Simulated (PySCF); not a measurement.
Sn, triplet (all electrons, no relativity); PySCF with SVWN5/STO-3G.

PySCF was given this input:
```python
from pyscf import gto, scf, dft

mol = gto.M(
    atom='''
Sn    0.000000    0.000000    0.000000
''',
    basis='sto-3g',
    charge=0,
    spin=2,
    verbose=4,
)

mf = dft.UKS(mol)
mf.xc = 'lda,vwn'
mf.kernel()
```

What the program printed (banner, timings and long lists left out):

```
PySCF version 2.14.0

[INPUT] verbose = 4
[INPUT] num. atoms = 1
[INPUT] num. electrons = 50
[INPUT] charge = 0
[INPUT] spin (= nelec alpha-beta = 2S) = 2
[INPUT] symmetry False subgroup None
[INPUT] Mole.unit = angstrom
[INPUT] Symbol           X                Y                Z      unit          X                Y                Z       unit  Magmom
[...]
nuclear repulsion = 0
number of shells = 11
number of NR pGTOs = 81
number of NR cGTOs = 27
basis = sto-3g
ecp = {}

******** <class 'pyscf.dft.uks.UKS'> ********
method = UKS
initial guess = minao
damping factor = 0
level_shift factor = 0
DIIS = <class 'pyscf.scf.diis.CDIIS'>
diis_start_cycle = 1
diis_space = 8
diis_damp = 0
SCF conv_tol = 1e-09
SCF conv_tol_grad = None
SCF max_cycles = 50
direct_scf = True
direct_scf_tol = 1e-13
number electrons alpha = 26  beta = 24
XC library pyscf.dft.libxc version 7.1.2
    S. Lehtola, C. Steigemann, M. J. T. Oliveira, and M. A. L. Marques,  SoftwareX 7, 1–5 (2018)
XC functionals = lda,vwn
    P. A. M. Dirac,  Math. Proc. Cambridge Philos. Soc. 26, 376 (1930)
    F. Bloch,  Z. Phys. 57, 545 (1929)
    S. H. Vosko, L. Wilk, and M. Nusair,  Can. J. Phys. 58, 1200 (1980)
radial grids:
    Treutler-Ahlrichs [JCP 102, 346 (1995); DOI:10.1063/1.469408] (M4) radial grids

becke partition: Becke, JCP 88, 2547 (1988); DOI:10.1063/1.454033
pruning grids: <function nwchem_prune>
grids dens level: 3
symmetrized grids: False
atomic radii adjust function: <function treutler_atomic_radii_adjust>
small_rho_cutoff = 0
Set gradient conv threshold to 3.16228e-05
tot grids = 21960
init E= -5943.21496069616

cycle= 1 E= -5959.42873811557  delta_E= -16.2  |g|= 0.134  |ddm|= 1.45
cycle= 2 E= -5959.43475624166  delta_E= -0.00602  |g|= 0.00754  |ddm|= 1.75
cycle= 3 E= -5959.43476469159  delta_E= -8.45e-06  |g|= 0.00571  |ddm|= 1.76
cycle= 4 E= -5959.43476758271  delta_E= -2.89e-06  |g|= 0.00497  |ddm|= 1.76
cycle= 5 E= -5959.43477125385  delta_E= -3.67e-06  |g|= 0.00381  |ddm|= 1.76
cycle= 6 E= -5959.43476601248  delta_E= 5.24e-06  |g|= 0.00538  |ddm|= 1.76
cycle= 7 E= -5959.43475573426  delta_E= 1.03e-05  |g|= 0.00757  |ddm|= 0.00156
cycle= 8 E= -5959.43476468305  delta_E= -8.95e-06  |g|= 0.00571  |ddm|= 1.76
cycle= 9 E= -5959.43476509315  delta_E= -4.1e-07  |g|= 0.00561  |ddm|= 0.000115
cycle= 10 E= -5959.43476545744  delta_E= -3.64e-07  |g|= 0.00552  |ddm|= 1.76
cycle= 11 E= -5959.4347648262  delta_E= 6.31e-07  |g|= 0.00568  |ddm|= 1.76
[...]
cycle= 21 E= -5959.43476522345  delta_E= -1.4e-07  |g|= 0.00558  |ddm|= 0.00203
cycle= 22 E= -5959.43476446006  delta_E= 7.63e-07  |g|= 0.00577  |ddm|= 1.76
cycle= 23 E= -5959.43476474  delta_E= -2.8e-07  |g|= 0.0057  |ddm|= 1.74
cycle= 24 E= -5959.43476760484  delta_E= -2.86e-06  |g|= 0.00496  |ddm|= 0.328
cycle= 25 E= -5959.43476641559  delta_E= 1.19e-06  |g|= 0.00528  |ddm|= 1.75
cycle= 26 E= -5959.43476651223  delta_E= -9.66e-08  |g|= 0.00525  |ddm|= 0.00206
cycle= 27 E= -5959.43476042005  delta_E= 6.09e-06  |g|= 0.00666  |ddm|= 1.76
cycle= 28 E= -5959.43476148251  delta_E= -1.06e-06  |g|= 0.00644  |ddm|= 0.0635
cycle= 29 E= -5959.43476522583  delta_E= -3.74e-06  |g|= 0.00558  |ddm|= 0.0766
cycle= 30 E= -5959.43475896374  delta_E= 6.26e-06  |g|= 0.00695  |ddm|= 0.195
cycle= 31 E= -5959.4347646408  delta_E= -5.68e-06  |g|= 0.00572  |ddm|= 0.121
cycle= 32 E= -5959.43476261569  delta_E= 2.03e-06  |g|= 0.00619  |ddm|= 0.105
cycle= 33 E= -5959.43476647789  delta_E= -3.86e-06  |g|= 0.00526  |ddm|= 1.71
cycle= 34 E= -5959.43476330689  delta_E= 3.17e-06  |g|= 0.00603  |ddm|= 1.26
cycle= 35 E= -5959.43476411534  delta_E= -8.08e-07  |g|= 0.00585  |ddm|= 0.425
cycle= 36 E= -5959.43476322325  delta_E= 8.92e-07  |g|= 0.00605  |ddm|= 0.378
cycle= 37 E= -5959.43477114343  delta_E= -7.92e-06  |g|= 0.00385  |ddm|= 1.59
cycle= 38 E= -5959.43476822478  delta_E= 2.92e-06  |g|= 0.00478  |ddm|= 1.75
cycle= 39 E= -5959.43476899305  delta_E= -7.68e-07  |g|= 0.00456  |ddm|= 0.296
cycle= 40 E= -5959.43476651142  delta_E= 2.48e-06  |g|= 0.00525  |ddm|= 1.72
cycle= 41 E= -5959.4347664193  delta_E= 9.21e-08  |g|= 0.00528  |ddm|= 0.00883
cycle= 42 E= -5959.43476858514  delta_E= -2.17e-06  |g|= 0.00468  |ddm|= 0.363
cycle= 43 E= -5959.43476823943  delta_E= 3.46e-07  |g|= 0.00478  |ddm|= 0.0628
cycle= 44 E= -5959.43477036889  delta_E= -2.13e-06  |g|= 0.00412  |ddm|= 0.295
cycle= 45 E= -5959.43476680332  delta_E= 3.57e-06  |g|= 0.00518  |ddm|= 1.71
cycle= 46 E= -5959.43476727877  delta_E= -4.75e-07  |g|= 0.00505  |ddm|= 0.0744
cycle= 47 E= -5959.43476730744  delta_E= -2.87e-08  |g|= 0.00504  |ddm|= 0.531
cycle= 48 E= -5959.43477153329  delta_E= -4.23e-06  |g|= 0.00371  |ddm|= 1.73
cycle= 49 E= -5959.43476747262  delta_E= 4.06e-06  |g|= 0.005  |ddm|= 1.32
cycle= 50 E= -5959.4347704644  delta_E= -2.99e-06  |g|= 0.00409  |ddm|= 0.565
SCF not converged.
SCF energy = -5959.4347704644 after 50 cycles  <S^2> = 2.0000067  2S+1 = 3.0000044
```

Convergence was not reached.
